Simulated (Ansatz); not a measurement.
## A relaxation, step by step

GeHCl4F, closed shell, PBE0-D4/def2-TZVP (Ansatz 0.2.0). Settings:

```yaml
hamiltonian: {xc: pbe0, dispersion: d4}
relax: {f_tol: 0.005, max_steps: 200}
```

Start, a step off a saddle point along its unstable mode:

```
7
angstrom
Ge -0.4743 -0.1769 0.3004
Cl 1.1026 0.7220 -1.8066
Cl -1.2433 1.8295 0.3360
Cl -0.9278 -0.8920 2.2173
Cl -1.3114 -1.5481 -1.0805
H 1.6258 0.3503 -0.6361
F 1.2286 -0.2849 0.6695
```

```
step  energy less the last (meV)  largest force component (eV/Å)
   1                       778.6                           1.102
   2                       443.8                           0.943
   3                       205.6                           1.088
   4                        67.9                           0.389
   5                        35.2                           0.672
   6                         1.6                           0.113
   7                         0.7                           0.089
   8                         0.2                           0.032
   9                         0.1                           0.053
  10                         0.0                           0.019
  11                         0.0                           0.001
```

Step 4, positions (Å) and forces (eV/Å):

```tsv
atom	x	y	z	Fx	Fy	Fz
Ge1	-0.640	-0.257	0.605	-0.043	-0.021	0.024
Cl2	1.482	0.880	-2.117	0.081	0.162	-0.389
Cl3	-1.236	1.738	0.368	-0.111	0.065	0.026
Cl4	-1.181	-1.032	2.484	-0.028	0.002	0.006
Cl5	-1.257	-1.501	-0.965	-0.086	-0.045	-0.018
H6	1.747	0.418	-0.950	0.077	0.001	-0.011
F7	1.085	-0.245	0.574	0.111	-0.163	0.362
```

Step 5, positions (Å) and forces (eV/Å):

```tsv
atom	x	y	z	Fx	Fy	Fz
Ge1	-0.670	-0.279	0.662	-0.172	0.202	-0.058
Cl2	1.617	0.938	-2.244	0.054	-0.063	0.154
Cl3	-1.279	1.752	0.399	0.136	-0.672	0.120
Cl4	-1.237	-1.065	2.556	0.096	0.199	-0.445
Cl5	-1.284	-1.525	-0.944	0.070	0.266	0.371
H6	1.793	0.451	-1.061	-0.001	0.096	-0.237
F7	1.061	-0.272	0.632	-0.183	-0.028	0.095
```

Step 8, positions (Å) and forces (eV/Å):

```
atom       x       y       z      Fx      Fy      Fz
 Ge1  -0.694  -0.284   0.686   0.008   0.003  -0.009
 Cl2   1.685   0.956  -2.311   0.010  -0.012   0.030
 Cl3  -1.333   1.703   0.448  -0.004  -0.004   0.003
 Cl4  -1.261  -1.066   2.555  -0.001   0.001   0.003
 Cl5  -1.328  -1.515  -0.895  -0.004   0.001   0.002
  H6   1.901   0.476  -1.140  -0.008   0.013  -0.032
  F7   1.030  -0.269   0.656  -0.002  -0.001   0.004
```

Last step (11):

```xyz
7
angstrom
Ge -0.7014 -0.2855 0.6870
Cl 1.7297 0.9621 -2.3166
Cl -1.3526 1.6989 0.4546
Cl -1.2457 -1.0678 2.5629
Cl -1.3491 -1.5188 -0.8863
H 1.8975 0.4751 -1.1416
F 1.0218 -0.2640 0.6399
```

Hardware: 8 CPU threads of an Intel Xeon, shared host. Wall time 80 s; peak host memory 1 GiB.
